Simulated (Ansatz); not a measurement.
Ansatz (a quantum-chemistry and plane-wave program) input (B3LYP/LANL2DZ): The .json file is the Basis Set Exchange's LANL2DZ.

Ansatz 0.2 input:
```yaml
crystal:
  periodic: [false, false, false]
  atoms:
    - {symbol: C, position_ang: [-1.43278000, -0.39193800, -1.07678700]}
    - {symbol: Si, position_ang: [0.01051700, -0.07688600, 0.16273100]}
    - {symbol: C, position_ang: [1.54925200, -0.37463200, -0.94783900]}
    - {symbol: N, position_ang: [-0.02352800, -0.81601700, 1.63932100]}
    - {symbol: N, position_ang: [-0.07580500, 1.69058300, 0.39281900]}
    - {symbol: H, position_ang: [-1.40744400, -1.42511500, -1.43958200]}
    - {symbol: H, position_ang: [-2.39548200, -0.24460800, -0.57673300]}
    - {symbol: H, position_ang: [-1.39491500, 0.26768700, -1.95365900]}
    - {symbol: H, position_ang: [1.64936000, -1.43465500, -1.20784100]}
    - {symbol: H, position_ang: [2.45537800, -0.07545000, -0.41289200]}
    - {symbol: H, position_ang: [1.50384900, 0.19909200, -1.88090900]}
    - {symbol: H, position_ang: [0.38770200, -1.74189600, 1.70361900]}
    - {symbol: H, position_ang: [-0.91585700, 2.12090300, 0.02625300]}
    - {symbol: H, position_ang: [-0.03332700, 1.88790700, 1.38628300]}
basis:
  gaussian:
    orbitals: LANL2DZ.json
hamiltonian:
  xc: {name: B3LYP}
total_charge: -1
relax: {f_tol: 0.003, max_steps: 120}
```

Output:

```
Functional definition: B3LYP
integrals: 0.02 GiB planned
894 factors; integrals over basis functions are off by at most 3.0e-4 eV
mean field: 0.22 GiB planned
mean field evaluation 1: about -5293.7878 eV, gradient 7.4e1 eV
mean field evaluation 2: about -5267.5289 eV, gradient 1.2e2 eV
mean field evaluation 4: about -5306.9975 eV, gradient 5.0e0 eV
mean field evaluation 8: about -5307.0339 eV, gradient 1.2e-1 eV
mean field -5307.03399661 eV, -195.0299021387 hartree, gradient 5.0e-5 eV, S^2 0.000000; 0 other end points of the search recorded, 0 dependent functions left out
the calculation of the forces begins
reference -5307.03424696 eV, -195.0299113386 hartree; 20, 20 occupied and 42, 42 virtual orbitals, 894 factors
relax step   1: F+E_penalty+E_count = -5307.03399661 eV  Δ(F+E_penalty+E_count) = +0.000e0 eV  max|allowed force component| = 1.535e0 eV/Å  Δτ_max = 0.0000 Å  (24 SCF iters, accepted)
these checks for a lower state are left out or cut short: starts, cluster_reference, orbital_swaps, neighbouring_geometries, increment
integrals: 0.02 GiB planned
894 factors; integrals over basis functions are off by at most 3.0e-4 eV
mean field: 0.22 GiB planned
mean field evaluation 16: about -5307.1224 eV, gradient 3.6e0 eV
mean field -5307.13319910 eV, -195.0335477628 hartree, gradient 1.8e-5 eV, S^2 0.000000; 0 other end points of the search recorded, 0 dependent functions left out
the calculation of the forces begins
reference -5307.13345085 eV, -195.0335570146 hartree; 20, 20 occupied and 42, 42 virtual orbitals, 894 factors
relax step   2: F+E_penalty+E_count = -5307.13319910 eV  Δ(F+E_penalty+E_count) = -9.920e-2 eV  max|allowed force component| = 5.918e-1 eV/Å  Δτ_max = 0.0593 Å  (28 SCF iters, accepted)
these checks for a lower state are left out or cut short: starts, cluster_reference, orbital_swaps, neighbouring_geometries, increment
integrals: 0.02 GiB planned
894 factors; integrals over basis functions are off by at most 3.0e-4 eV
mean field: 0.22 GiB planned
mean field -5307.15468632 eV, -195.0343374035 hartree, gradient 2.2e-5 eV, S^2 0.000000; 0 other end points of the search recorded, 0 dependent functions left out
the calculation of the forces begins
reference -5307.15493883 eV, -195.0343466833 hartree; 20, 20 occupied and 42, 42 virtual orbitals, 894 factors
relax step   3: F+E_penalty+E_count = -5307.15468632 eV  Δ(F+E_penalty+E_count) = -2.149e-2 eV  max|allowed force component| = 3.320e-1 eV/Å  Δτ_max = 0.0698 Å  (27 SCF iters, accepted)
these checks for a lower state are left out or cut short: starts, cluster_reference, orbital_swaps, neighbouring_geometries, increment
integrals: 0.02 GiB planned
894 factors; integrals over basis functions are off by at most 3.0e-4 eV
mean field: 0.22 GiB planned
mean field evaluation 32: about -5307.1607 eV, gradient 8.7e-2 eV
mean field -5307.16077673 eV, -195.0345612219 hartree, gradient 2.1e-5 eV, S^2 0.000000; 0 other end points of the search recorded, 0 dependent functions left out
the calculation of the forces begins
reference -5307.16102919 eV, -195.0345704999 hartree; 20, 20 occupied and 42, 42 virtual orbitals, 894 factors
relax step   4: F+E_penalty+E_count = -5307.16077673 eV  Δ(F+E_penalty+E_count) = -6.090e-3 eV  max|allowed force component| = 1.775e-1 eV/Å  Δτ_max = 0.0251 Å  (27 SCF iters, accepted)
these checks for a lower state are left out or cut short: starts, cluster_reference, orbital_swaps, neighbouring_geometries, increment
integrals: 0.02 GiB planned
894 factors; integrals over basis functions are off by at most 3.0e-4 eV
mean field: 0.22 GiB planned
mean field -5307.16122717 eV, -195.0345777753 hartree, gradient 1.2e-5 eV, S^2 0.000000; 0 other end points of the search recorded, 0 dependent functions left out
the calculation of the forces begins
reference -5307.16148038 eV, -195.0345870806 hartree; 20, 20 occupied and 42, 42 virtual orbitals, 894 factors
relax step   5: F+E_penalty+E_count = -5307.16122717 eV  Δ(F+E_penalty+E_count) = -4.504e-4 eV  max|allowed force component| = 4.546e-1 eV/Å  Δτ_max = 0.1035 Å  (28 SCF iters, accepted)
these checks for a lower state are left out or cut short: starts, cluster_reference, orbital_swaps, neighbouring_geometries, increment
integrals: 0.02 GiB planned
894 factors; integrals over basis functions are off by at most 3.0e-4 eV
mean field: 0.22 GiB planned
mean field -5307.16646875 eV, -195.0347703999 hartree, gradient 2.0e-5 eV, S^2 0.000000; 0 other end points of the search recorded, 0 dependent functions left out
the calculation of the forces begins
reference -5307.16672151 eV, -195.0347796886 hartree; 20, 20 occupied and 42, 42 virtual orbitals, 894 factors
relax step   6: F+E_penalty+E_count = -5307.16646875 eV  Δ(F+E_penalty+E_count) = -5.242e-3 eV  max|allowed force component| = 1.217e-1 eV/Å  Δτ_max = 0.0248 Å  (28 SCF iters, accepted)
these checks for a lower state are left out or cut short: starts, cluster_reference, orbital_swaps, neighbouring_geometries, increment
integrals: 0.02 GiB planned
894 factors; integrals over basis functions are off by at most 3.0e-4 eV
mean field: 0.22 GiB planned
mean field -5307.16650203 eV, -195.0347716230 hartree, gradient 2.0e-5 eV, S^2 0.000000; 0 other end points of the search recorded, 0 dependent functions left out
the calculation of the forces begins
reference -5307.16675510 eV, -195.0347809230 hartree; 20, 20 occupied and 42, 42 virtual orbitals, 894 factors
relax step   7: F+E_penalty+E_count = -5307.16650203 eV  Δ(F+E_penalty+E_count) = -3.328e-5 eV  max|allowed force component| = 1.404e-1 eV/Å  Δτ_max = 0.0618 Å  (26 SCF iters, accepted)
these checks for a lower state are left out or cut short: starts, cluster_reference, orbital_swaps, neighbouring_geometries, increment
integrals: 0.02 GiB planned
894 factors; integrals over basis functions are off by at most 3.0e-4 eV
mean field: 0.22 GiB planned
mean field evaluation 64: about -5307.1681 eV, gradient 1.8e-5 eV
mean field -5307.16813956 eV, -195.0348318010 hartree, gradient 1.8e-5 eV, S^2 0.000000; 0 other end points of the search recorded, 0 dependent functions left out
the calculation of the forces begins
reference -5307.16839315 eV, -195.0348411204 hartree; 20, 20 occupied and 42, 42 virtual orbitals, 894 factors
relax step   8: F+E_penalty+E_count = -5307.16813956 eV  Δ(F+E_penalty+E_count) = -1.638e-3 eV  max|allowed force component| = 6.974e-2 eV/Å  Δτ_max = 0.0361 Å  (27 SCF iters, accepted)
these checks for a lower state are left out or cut short: starts, cluster_reference, orbital_swaps, neighbouring_geometries, increment
integrals: 0.02 GiB planned
894 factors; integrals over basis functions are off by at most 3.0e-4 eV
mean field: 0.22 GiB planned
mean field -5307.16800307 eV, -195.0348267853 hartree, gradient 1.8e-5 eV, S^2 0.000000; 0 other end points of the search recorded, 0 dependent functions left out
the calculation of the forces begins
reference -5307.16825683 eV, -195.0348361107 hartree; 20, 20 occupied and 42, 42 virtual orbitals, 894 factors
relax step   9: F+E_penalty+E_count = -5307.16800307 eV  Δ(F+E_penalty+E_count) = +1.365e-4 eV  max|allowed force component| = 9.483e-2 eV/Å  Δτ_max = 0.0128 Å  (27 SCF iters, rejected (line search))
these checks for a lower state are left out or cut short: starts, cluster_reference, orbital_swaps, neighbouring_geometries, increment
integrals: 0.02 GiB planned
894 factors; integrals over basis functions are off by at most 3.0e-4 eV
mean field: 0.22 GiB planned
mean field -5307.16854922 eV, -195.0348468557 hartree, gradient 1.8e-5 eV, S^2 0.000000; 0 other end points of the search recorded, 0 dependent functions left out
the calculation of the forces begins
reference -5307.16880287 eV, -195.0348561773 hartree; 20, 20 occupied and 42, 42 virtual orbitals, 894 factors
relax step  10: F+E_penalty+E_count = -5307.16854922 eV  Δ(F+E_penalty+E_count) = -4.097e-4 eV  max|allowed force component| = 1.849e-2 eV/Å  Δτ_max = 0.0062 Å  (28 SCF iters, accepted)
these checks for a lower state are left out or cut short: starts, cluster_reference, orbital_swaps, neighbouring_geometries, increment
integrals: 0.02 GiB planned
894 factors; integrals over basis functions are off by at most 3.0e-4 eV
mean field: 0.22 GiB planned
mean field -5307.16873110 eV, -195.0348535397 hartree, gradient 1.8e-5 eV, S^2 0.000000; 0 other end points of the search recorded, 0 dependent functions left out
the calculation of the forces begins
reference -5307.16898507 eV, -195.0348628728 hartree; 20, 20 occupied and 42, 42 virtual orbitals, 894 factors
relax step  11: F+E_penalty+E_count = -5307.16873110 eV  Δ(F+E_penalty+E_count) = -1.819e-4 eV  max|allowed force component| = 1.337e-2 eV/Å  Δτ_max = 0.0223 Å  (28 SCF iters, accepted)
these checks for a lower state are left out or cut short: starts, cluster_reference, orbital_swaps, neighbouring_geometries, increment
integrals: 0.02 GiB planned
894 factors; integrals over basis functions are off by at most 3.0e-4 eV
mean field: 0.22 GiB planned
mean field -5307.16877202 eV, -195.0348550435 hartree, gradient 1.3e-5 eV, S^2 0.000000; 0 other end points of the search recorded, 0 dependent functions left out
the calculation of the forces begins
reference -5307.16902609 eV, -195.0348643805 hartree; 20, 20 occupied and 42, 42 virtual orbitals, 894 factors
relax step  12: F+E_penalty+E_count = -5307.16877202 eV  Δ(F+E_penalty+E_count) = -4.092e-5 eV  max|allowed force component| = 5.116e-3 eV/Å  Δτ_max = 0.0063 Å  (22 SCF iters, accepted)
these checks for a lower state are left out or cut short: starts, cluster_reference, orbital_swaps, neighbouring_geometries, increment
integrals: 0.02 GiB planned
894 factors; integrals over basis functions are off by at most 3.0e-4 eV
mean field: 0.22 GiB planned
mean field evaluation 96: about -5307.1688 eV, gradient 1.4e-5 eV
mean field -5307.16878392 eV, -195.0348554809 hartree, gradient 1.4e-5 eV, S^2 0.000000; 0 other end points of the search recorded, 0 dependent functions left out
the calculation of the forces begins
reference -5307.16903803 eV, -195.0348648193 hartree; 20, 20 occupied and 42, 42 virtual orbitals, 894 factors
relax step  13: F+E_penalty+E_count = -5307.16878392 eV  Δ(F+E_penalty+E_count) = -1.190e-5 eV  max|allowed force component| = 7.409e-3 eV/Å  Δτ_max = 0.0047 Å  (22 SCF iters, accepted)
these checks for a lower state are left out or cut short: starts, cluster_reference, orbital_swaps, neighbouring_geometries, increment
integrals: 0.02 GiB planned
894 factors; integrals over basis functions are off by at most 3.0e-4 eV
mean field: 0.22 GiB planned
mean field -5307.16878736 eV, -195.0348556073 hartree, gradient 5.8e-5 eV, S^2 0.000000; 0 other end points of the search recorded, 0 dependent functions left out
the calculation of the forces begins
reference -5307.16904148 eV, -195.0348649460 hartree; 20, 20 occupied and 42, 42 virtual orbitals, 894 factors
relax step  14: F+E_penalty+E_count = -5307.16878736 eV  Δ(F+E_penalty+E_count) = -3.438e-6 eV  max|allowed force component| = 2.651e-3 eV/Å  Δτ_max = 0.0022 Å  (20 SCF iters, accepted)
integrals: 0.02 GiB planned
894 factors; integrals over basis functions are off by at most 3.0e-4 eV
mean field: 0.22 GiB planned
mean field -5307.16878736 eV, -195.0348556073 hartree, gradient 5.8e-5 eV, S^2 0.000000; 1 other end points of the search recorded, 0 dependent functions left out
the calculation of the forces begins
reference -5307.16904148 eV, -195.0348649460 hartree; 20, 20 occupied and 42, 42 virtual orbitals, 894 factors
Total energy: -5307.16904148 eV, -195.0348649460 hartree
Atom 0 at    -1.468120    -0.412577    -1.090897 Å, force     0.000285     0.002651    -0.000163 eV/Å
Atom 1 at    -0.009176    -0.113235     0.160943 Å, force    -0.000445    -0.001249     0.002440 eV/Å
Atom 2 at     1.557784    -0.374999    -0.957279 Å, force     0.000064     0.000092    -0.000888 eV/Å
Atom 3 at    -0.055130    -0.889123     1.672279 Å, force     0.000811    -0.000722    -0.000690 eV/Å
Atom 4 at    -0.149132     1.649986     0.448888 Å, force     0.001329    -0.001540     0.000321 eV/Å
Atom 5 at    -1.404806    -1.420034    -1.532557 Å, force     0.000420    -0.000312    -0.000135 eV/Å
Atom 6 at    -2.423996    -0.337117    -0.551371 Å, force     0.000770     0.000110    -0.000477 eV/Å
Atom 7 at    -1.471825     0.320504    -1.917466 Å, force    -0.000470    -0.001058     0.001026 eV/Å
Atom 8 at     1.685468    -1.435754    -1.230214 Å, force    -0.000366    -0.000168     0.000036 eV/Å
Atom 9 at     2.452886    -0.053119    -0.404254 Å, force    -0.000235     0.000217    -0.000105 eV/Å
Atom 10 at     1.497597     0.216417    -1.886027 Å, force     0.000550    -0.000149     0.000152 eV/Å
Atom 11 at     0.444949    -1.777150     1.804815 Å, force    -0.000597     0.000672     0.000019 eV/Å
Atom 12 at    -0.732609     2.259578    -0.114842 Å, force    -0.001930     0.001670    -0.001387 eV/Å
Atom 13 at    -0.046970     1.951599     1.412766 Å, force    -0.000187    -0.000215    -0.000147 eV/Å
Dipole moment:     0.029482     0.294355    -0.808646 e Å
```

The dipole moment of an ion depends on the origin.

The geometry given is a B3LYP-D3(BJ)/def2-TZVP minimum.
